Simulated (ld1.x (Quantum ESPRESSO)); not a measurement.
**Pseudopotential generation for Rh: PAW, LDA (PZ), scalar-relativistic.**

Input for ld1.x (Quantum ESPRESSO) 7.5:

```
&input
   title='Rh', zed=45., rel=1, dft='PZ', iswitch=3,
   config='[Kr] 4d8 5s0 5p0',
   nld=3, rlderiv=2.75, eminld=-3.0, emaxld=5.0, deld=0.02
 /
 &inputp
   pseudotype=3, lpaw=.true., tm=.true., lloc=-1, rcloc=2.10,
   nlcc=.true., rcore=1.60,
   which_augfun='BESSEL', rmatch_augfun=1.55,
   file_pseudopw='Rh.UPF', file_wfcaegen='ae.wfc', file_wfcncgen='nc.wfc', file_beta='beta', file_chi='chi', file_wfcusgen='us.wfc'
 /
6
5S  1  0   0.00   0.00  1.70  2.30  0.0
5S  1  0   0.00  -0.50  1.70  2.30  0.0
5P  2  1   0.00   0.00  2.35  2.55  0.0
5P  2  1   0.00   1.25  2.35  2.55  0.0
4D  3  2   8.00   0.00  1.80  2.10  0.0
4D  3  2   0.00  -0.65  1.80  2.10  0.0
 &test
   configts(1)='4d8 5s0 5p0'
 /
```

Command:

```bash
ld1.x < Rh.in > Rh.out
```

Output (shortened: banner, matrices, multipoles, cross overlaps and the repeated all-electron block are left out):

```
Program LD1 v.7.5
     --------------------------- All-electron run ----------------------------

     Rh
     scalar relativistic calculation

     atomic number is 45.00
     dft =PZ   lsd =0 sic =0 latt =0  beta=0.20 tr2=1.0E-14
     Exchange-correlation= PZ
                           (   1   1   0   0   0   0   0)
     mesh =1233 r(mesh) =  98.82371 a.u. xmin = -7.00 dx = 0.01250
     1 Ry =  13.60569312 eV, c = 137.03599908

     n l     nl                  e(Ry)          e(Ha)          e(eV)
     1 0     1S 1( 2.00)     -1691.7051      -845.8526    -23016.8207
     2 0     2S 1( 2.00)      -245.7972      -122.8986     -3344.2412
     2 1     2P 1( 6.00)      -220.4955      -110.2478     -2999.9943
     3 0     3S 1( 2.00)       -44.3483       -22.1741      -603.3891
     3 1     3P 1( 6.00)       -36.0302       -18.0151      -490.2158
     4 0     4S 1( 2.00)        -6.6375        -3.3187       -90.3073
     4 1     4P 1( 6.00)        -4.2861        -2.1431       -58.3158
     3 2     3D 1(10.00)       -22.6856       -11.3428      -308.6531
     4 2     4D 1( 8.00)        -1.0179        -0.5090       -13.8496
     5 0     5S 1( 0.00)        -0.8171        -0.4085       -11.1171
     5 1     5P 1( 0.00)        -0.4658        -0.2329        -6.3376

     final scf error:  9.5E-15 reached in  38 iterations

     Etot =   -9558.426993 Ry,   -4779.213496 Ha, -130049.024402 eV

     Ekin =    9896.575165 Ry,    4948.287583 Ha,  134649.764670 eV
     Encl =  -23056.375107 Ry,  -11528.187553 Ha, -313697.964229 eV
     Eh   =    3868.683532 Ry,    1934.341766 Ha,   52636.120923 eV
     Exc  =    -267.310583 Ry,    -133.655292 Ha,   -3636.945767 eV

     normalization and overlap integrals

     s(1S/1S) =  1.000000  <r> =   0.0327  <r2> =    0.0014  r(max) =   0.0211
     s(2S/2S) =  1.000000  <r> =   0.1421  <r2> =    0.0238  r(max) =   0.1201
     s(2P/2P) =  1.000000  <r> =   0.1238  <r2> =    0.0187  r(max) =   0.0959
     s(3S/3S) =  1.000000  <r> =   0.3914  <r2> =    0.1753  r(max) =   0.3520
     s(3P/3P) =  1.000000  <r> =   0.3910  <r2> =    0.1777  r(max) =   0.3433
     s(4S/4S) =  1.000000  <r> =   0.9798  <r2> =    1.0894  r(max) =   0.8766
     s(4P/4P) =  1.000000  <r> =   1.0818  <r2> =    1.3442  r(max) =   0.9449
     s(3D/3D) =  1.000000  <r> =   0.3707  <r2> =    0.1643  r(max) =   0.2918
     s(4D/4D) =  1.000000  <r> =   1.5478  <r2> =    2.9353  r(max) =   1.1541
     s(5S/5S) =  1.000000  <r> =   2.9226  <r2> =    9.6947  r(max) =   2.5051
     s(5P/5P) =  1.000000  <r> =   3.7533  <r2> =   16.1212  r(max) =   3.1372

     ------------------------ End of All-electron run ------------------------

     --------------------- Generating PAW atomic setup --------------------

      Generating local potential from pseudized AE potential:
      Matching radius rcloc =   2.1000

      Local pseudo, rcloc= 2.103 Estimated cut-off energy=     5.41 Ry

      Computing core charge for nlcc:

       r > 1.62 : true rho core
       r < 1.62 : rho core = a sin(br)/r    a=   3.34  b=   1.67

      Integrated core pseudo-charge :   4.10
      Wfc-us  5S rcutus= 2.324  Estimated cut-off energy=     7.98 Ry
      Wfc-us  5S rcutus= 2.324  Estimated cut-off energy=     8.38 Ry
      Wfc-us  5P rcutus= 2.569  Estimated cut-off energy=    10.83 Ry
      Wfc-us  5P rcutus= 2.569  Estimated cut-off energy=    13.59 Ry
      Wfc-us  4D rcutus= 2.103  Estimated cut-off energy=    26.49 Ry
      Wfc-us  4D rcutus= 2.103  Estimated cut-off energy=    29.51 Ry

     Required augmentation: BESSEL   radius:    1.550000
     Suggested rho cutoff for augmentation:  40.91 Ry

     Estimated PAW energy = -298.837597 Ryd

     ------------------- End of pseudopotential generation -------------------

     Computing logarithmic derivative in   2.75139
     Computing logarithmic derivative in   2.75139
     Computing the partial wave expansion
     R is outside the sphere for l=    0 j= 0.00
     R is outside the sphere for l=    0 j= 0.00
     R is outside the sphere for l=    1 j= 0.00
     R is outside the sphere for l=    1 j= 0.00
     R is outside the sphere for l=    2 j= 0.00
     R is outside the sphere for l=    2 j= 0.00

     ---------------------- Testing the pseudopotential ----------------------

     Rh
     scalar relativistic calculation

     atomic number is 45.00   valence charge is  9.00
     dft = SLA  PZ   NOGX NOGC   lsd =0 sic =0 latt =0  beta=0.20 tr2=1.0E-14
     mesh =1233 r(mesh) =  98.82371 xmin = -7.00 dx = 0.01250

     n l     nl             e AE (Ry)        e PS (Ry)    De AE-PS (Ry)
     3 2     4D   1( 8.00)       -1.01793       -1.01793        0.00000
     1 0     5S   1( 0.00)       -0.81710       -0.81710        0.00000
     2 1     5P   1( 0.00)       -0.46580       -0.46580        0.00000

     eps = 3.3E-15  iter =  3

     Etot =   -9558.426993 Ry,   -4779.213496 Ha, -130049.024402 eV
     Etotps =  -298.837599 Ry,    -149.418800 Ha,   -4065.892667 eV

     Ekin =     100.830298 Ry,      50.415149 Ha,    1371.866099 eV
     Encl =    -170.154321 Ry,     -85.077161 Ha,   -2315.067477 eV
     Ehrt =      37.796998 Ry,      18.898499 Ha,     514.254352 eV
     Ecxc =    -267.310574 Ry,    -133.655287 Ha,   -3636.945640 eV
     (Ecc =      -3.819811 Ry,      -1.909906 Ha,     -51.971181 eV)

     ---------------------- End of pseudopotential test ----------------------
```

Note: ghost state, extra bound levels that the all-electron valence spectrum of the same l lacks: s at -11.8 eV. A true bound ghost makes a file unfit for plane-wave use.

Generation and configuration tests took about 2.6 s on one core of a shared server CPU.

Transferability test of the new file with ld1.x, input:

```
&input
   title='Rh', zed=45., rel=1, dft='PZ', iswitch=2,
   config='[Kr] 4d8 5s0 5p0'
 /
 &test
   file_pseudo='Rh.UPF', nconf=10,
   configts(1)='4d8 5s0 5p0',
   configts(2)='4d8 5s1 5p0',
   configts(3)='4d7 5s0 5p0',
   configts(4)='4d6 5s0 5p0',
   configts(5)='4d8.5 5s0.5 5p0',
   configts(6)='4d8 5s0.5 5p0',
   configts(7)='4d7 5s1 5p1',
   configts(8)='4d7 5s1 5p0',
   configts(9)='4d8 5s0 5p0', lsdts(9)=1,
   configts(10)='4d8 5s1 5p0', lsdts(10)=1
 /
```

```bash
ld1.x < Rh.test.in > Rh.test.out
```

Pseudopotential blocks of its output, shortened (energy terms left out; the distinct warnings before each block abridged to one line each):

```
     ---------------------- Testing the pseudopotential ----------------------

     n l     nl             e AE (Ry)        e PS (Ry)    De AE-PS (Ry)
     3 2     4D   1( 8.00)       -1.01793       -1.01793        0.00000
     1 0     5S   1( 0.00)       -0.81710       -0.81710        0.00000
     2 1     5P   1( 0.00)       -0.46580       -0.46580        0.00000

     eps = 3.3E-15  iter =  3

     Etot =   -9558.426993 Ry,   -4779.213496 Ha, -130049.024402 eV
     Etotps =  -298.837599 Ry,    -149.418800 Ha,   -4065.892667 eV

     ---------------------- End of pseudopotential test ----------------------

          ---------------------- Testing the pseudopotential ----------------------

     n l     nl             e AE (Ry)        e PS (Ry)    De AE-PS (Ry)
     3 2     4D   1( 8.00)       -0.45179       -0.45218        0.00039
     1 0     5S   1( 1.00)       -0.33756       -0.33732       -0.00025
     2 1     5P   1( 0.00)       -0.07139       -0.07131       -0.00008

     eps = 8.7E-15  iter =  9

     Etot =   -9558.999637 Ry,   -4779.499819 Ha, -130056.815626 eV
     Etotps =  -299.410221 Ry,    -149.705111 Ha,   -4073.683587 eV
     dEtot_ae =      -0.572644 Ry
     dEtot_ps =      -0.572622 Ry,   Delta E=      -0.000022 Ry

     ---------------------- End of pseudopotential test ----------------------

          ---------------------- Testing the pseudopotential ----------------------

     n l     nl             e AE (Ry)        e PS (Ry)    De AE-PS (Ry)
     3 2     4D   1( 7.00)       -1.91002       -1.92141        0.01139  !
     1 0     5S   1( 0.00)       -1.47044       -1.47200        0.00156
     2 1     5P   1( 0.00)       -1.02381       -1.02498        0.00117

     eps = 9.3E-17  iter =  7

     Etot =   -9556.974135 Ry,   -4778.487068 Ha, -130029.257266 eV
     Etotps =  -297.380053 Ry,    -148.690026 Ha,   -4046.061736 eV
     dEtot_ae =       1.452858 Ry
     dEtot_ps =       1.457547 Ry,   Delta E=      -0.004689 Ry

     ---------------------- End of pseudopotential test ----------------------

          ---------------------- Testing the pseudopotential ----------------------

     n l     nl             e AE (Ry)        e PS (Ry)    De AE-PS (Ry)
     3 2     4D   1( 6.00)       -2.91996       -2.95783        0.03787  !
     1 0     5S   1( 0.00)       -2.20387       -2.21293        0.00906  !
     2 1     5P   1( 0.00)       -1.67181       -1.68072        0.00891  !

     eps = 3.3E-15  iter =  9

     Etot =   -9554.568147 Ry,   -4777.284073 Ha, -129996.522126 eV
     Etotps =  -294.950612 Ry,    -147.475306 Ha,   -4013.007512 eV
     dEtot_ae =       3.858846 Ry
     dEtot_ps =       3.886987 Ry,   Delta E=      -0.028141 Ry

     ---------------------- End of pseudopotential test ----------------------

          Warning: n=1, l=0 expected 0 nodes, found 1
     ---------------------- Testing the pseudopotential ----------------------

     n l     nl             e AE (Ry)        e PS (Ry)    De AE-PS (Ry)
     3 2     4D   1( 8.50)       -0.36324       -0.33262       -0.03062  !
     1 0     5S   1( 0.50)       -0.30249       -0.30816        0.00567  !
     2 1     5P   1( 0.00)       -0.05340       -0.05142       -0.00198

     eps = 8.4E-15  iter = 46

     Etot =   -9559.043158 Ry,   -4779.521579 Ha, -130057.407756 eV
     Etotps =  -299.456759 Ry,    -149.728380 Ha,   -4074.316767 eV
     dEtot_ae =      -0.616165 Ry
     dEtot_ps =      -0.619160 Ry,   Delta E=       0.002995 Ry

     ---------------------- End of pseudopotential test ----------------------

          ---------------------- Testing the pseudopotential ----------------------

     n l     nl             e AE (Ry)        e PS (Ry)    De AE-PS (Ry)
     3 2     4D   1( 8.00)       -0.72387       -0.72406        0.00018
     1 0     5S   1( 0.50)       -0.57044       -0.57031       -0.00014
     2 1     5P   1( 0.00)       -0.25985       -0.25978       -0.00007

     eps = 2.9E-15  iter =  7

     Etot =   -9558.773399 Ry,   -4779.386700 Ha, -130053.737502 eV
     Etotps =  -299.184034 Ry,    -149.592017 Ha,   -4070.606152 eV
     dEtot_ae =      -0.346406 Ry
     dEtot_ps =      -0.346435 Ry,   Delta E=       0.000028 Ry

     ---------------------- End of pseudopotential test ----------------------

          ---------------------- Testing the pseudopotential ----------------------

     n l     nl             e AE (Ry)        e PS (Ry)    De AE-PS (Ry)
     3 2     4D   1( 7.00)       -0.76449       -0.77209        0.00760  !
     1 0     5S   1( 1.00)       -0.48778       -0.48768       -0.00010
     2 1     5P   1( 1.00)       -0.16642       -0.16623       -0.00020

     eps = 2.2E-15  iter =  9

     Etot =   -9558.513026 Ry,   -4779.256513 Ha, -130050.194944 eV
     Etotps =  -298.919979 Ry,    -149.459989 Ha,   -4067.013500 eV
     dEtot_ae =      -0.086033 Ry
     dEtot_ps =      -0.082380 Ry,   Delta E=      -0.003654 Ry

     ---------------------- End of pseudopotential test ----------------------

          ---------------------- Testing the pseudopotential ----------------------

     n l     nl             e AE (Ry)        e PS (Ry)    De AE-PS (Ry)
     3 2     4D   1( 7.00)       -1.24292       -1.25134        0.00843  !
     1 0     5S   1( 1.00)       -0.91784       -0.91815        0.00031
     2 1     5P   1( 0.00)       -0.54011       -0.54019        0.00009

     eps = 2.7E-17  iter =  9

     Etot =   -9558.166002 Ry,   -4779.083001 Ha, -130045.473438 eV
     Etotps =  -298.572980 Ry,    -149.286490 Ha,   -4062.292347 eV
     dEtot_ae =       0.260991 Ry
     dEtot_ps =       0.264619 Ry,   Delta E=      -0.003628 Ry

     ---------------------- End of pseudopotential test ----------------------

          ---------------------- Testing the pseudopotential ----------------------

     n l     nl             e AE (Ry)        e PS (Ry)    De AE-PS (Ry)
     3 2     4D   1( 5.00)       -1.05520       -1.05505       -0.00015
     1 0     5S   1( 0.00)       -0.83393       -0.83397        0.00004
     2 1     5P   1( 0.00)       -0.47545       -0.47548        0.00003
     3 2     4D   2( 3.00)       -0.97187       -0.97193        0.00007
     1 0     5S   2( 0.00)       -0.79633       -0.79630       -0.00003
     2 1     5P   2( 0.00)       -0.45380       -0.45378       -0.00002

     eps = 1.1E-16  iter =  9

     Etot =   -9558.468599 Ry,   -4779.234300 Ha, -130049.590490 eV
     Etotps =  -298.879104 Ry,    -149.439552 Ha,   -4066.457371 eV
     dEtot_ae =      -0.041607 Ry
     dEtot_ps =      -0.041505 Ry,   Delta E=      -0.000102 Ry

     ---------------------- End of pseudopotential test ----------------------

          ---------------------- Testing the pseudopotential ----------------------

     n l     nl             e AE (Ry)        e PS (Ry)    De AE-PS (Ry)
     3 2     4D   1( 5.00)       -0.48855       -0.48888        0.00032
     1 0     5S   1( 1.00)       -0.36465       -0.36438       -0.00027
     2 1     5P   1( 0.00)       -0.08633       -0.08624       -0.00009
     3 2     4D   2( 3.00)       -0.39343       -0.39394        0.00051
     1 0     5S   2( 0.00)       -0.29272       -0.29250       -0.00022
     2 1     5P   2( 0.00)       -0.04481       -0.04474       -0.00008

     eps = 5.1E-15  iter = 11

     Etot =   -9559.064571 Ry,   -4779.532285 Ha, -130057.699090 eV
     Etotps =  -299.475058 Ry,    -149.737529 Ha,   -4074.565735 eV
     dEtot_ae =      -0.637578 Ry
     dEtot_ps =      -0.637459 Ry,   Delta E=      -0.000119 Ry

     ---------------------- End of pseudopotential test ----------------------
```
